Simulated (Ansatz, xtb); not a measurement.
## CH2AlFO: which of two structures lies lower

Structure a: `FC[O][Al]`, a singlet. Structure b: a singlet given by its coordinates. Both are isolated molecules in the gas phase, relaxed with PBE0-D3(BJ)/def2-SVP; the shapes shown needn't be the lowest conformers.

a (Å):

```xyz
6

C    -1.0228   -1.2668   -1.4895
Al   -1.7658   -2.3172    1.2499
F    -1.6561   -2.1894   -2.2799
O    -1.2218   -1.5432   -0.1802
H    -1.4330   -0.2720   -1.7483
H     0.0548   -1.3008   -1.7394
```

b (Å):

```xyz
6

C    -0.7039    1.0480    0.6187
Al    0.1950    2.7106    1.0273
F     1.6464    2.9714    0.2517
O    -0.0007    0.8707    1.6423
H    -1.2744    0.1735    0.2353
H    -0.4363    3.8012    1.9585
```

Close contacts (Å): C1–Al2 1.93, C1–O4 1.25, Al2–F3 1.67, Al2–O4 1.95, C1–H5 1.11, Al2–H6 1.57.

Q: Which of the two would you expect CCSD(T)/def2-TZVPP electronic energies to favour?

A: Structure b; the calculation gives E(b) − E(a) = −0.515 eV.

Level by level:

| level | geometry | E(b) − E(a) (eV) | departure from the last row (eV) | job, with rough time for the two |
| --- | --- | --- | --- | --- |
| GFN2-xTB | GFN2-xTB | −0.594 | −0.079 | optimisation, 0.33 s |
| HF/STO-3G | GFN2-xTB | −0.140 | +0.375 | single point, 0.64 s |
| r2SCAN-D4/def2-SVP | GFN2-xTB | −0.413 | +0.102 | single point, 3.8 s |
| PBE0-D3(BJ)/def2-SVP | PBE0-D3(BJ)/def2-SVP | −0.189 | +0.326 | optimisation, 45 s |
| HF/def2-TZVPP | PBE0-D3(BJ)/def2-SVP | −0.468 | +0.047 | part of the CCSD(T) run |
| MP2/def2-TZVPP | PBE0-D3(BJ)/def2-SVP | −0.605 | −0.090 | part of the CCSD(T) run |
| CCSD(T)/def2-TZVPP | PBE0-D3(BJ)/def2-SVP | −0.515 |  | single point, 74 s |

None of the levels shown reverses the order. The largest departure from CCSD(T)/def2-TZVPP is that of HF/STO-3G, 0.375 eV.

With harmonic frequencies from PBE0-D3(BJ)/def2-SVP (ideal gas, rigid rotor, one conformer each, 298.15 K, 1 atm): on the last row, ΔE + ΔZPE = −0.703, ΔH = −0.700, ΔG = −0.674 eV.

The correlated steps freeze 8 core orbitals. Mirror images aren't counted in ΔG. Programs: Ansatz 0.2.0, xtb 6.7.1; the last row on 2 threads of Intel(R) Xeon(R) Processor @ 2.50GHz (Skylake/Cascade Lake) on a shared host.
